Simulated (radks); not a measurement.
Values are calculated unless marked as measured or tabulated.
Ionisation of the zirconium ion Zr2+, [Kr] 4d2, to [Kr] 4d1 as the strength of local exchange is varied. Level of theory: scalar-relativistic Kohn-Sham, Slater X-alpha exchange (alpha = 2/3 is LDA exchange), no correlation, spin-unpolarised, spherical densities, finite nucleus; Fermi nuclear charge, rms radius 4.2694 fm (a radial shooting solver on a logarithmic mesh with Libxc functionals).

| alpha | E(Zr2+) (hartree) | exchange (hartree) | IE (eV) | -e of the level emptied (eV) | <r> of it (bohr) |
|---|---|---|---|---|---|
| 0.615 | -3582.00039 | -97.50249 | 20.750 | 15.595 (4d) | 2.083 |
| 0.667 | -3590.26545 | -105.97718 | 21.463 | 16.225 (4d) | 2.043 |
| 0.789 | -3609.72722 | -126.00063 | 23.207 | 17.777 (4d) | 1.957 |
| 0.947 | -3635.07892 | -152.22484 | 25.609 | 19.946 (4d) | 1.858 |

NIST Atomic Spectra Database: 23.170 eV (semi-empirical). The Delta-SCF value meets it near alpha = 0.79. Spin polarisation and multiplet splitting are left out, so open shells lie too high by an amount that depends on their filling.

Beside tabulated values, note that spin-unpolarised runs miss the spin-polarisation part of the exchange energy of open shells.
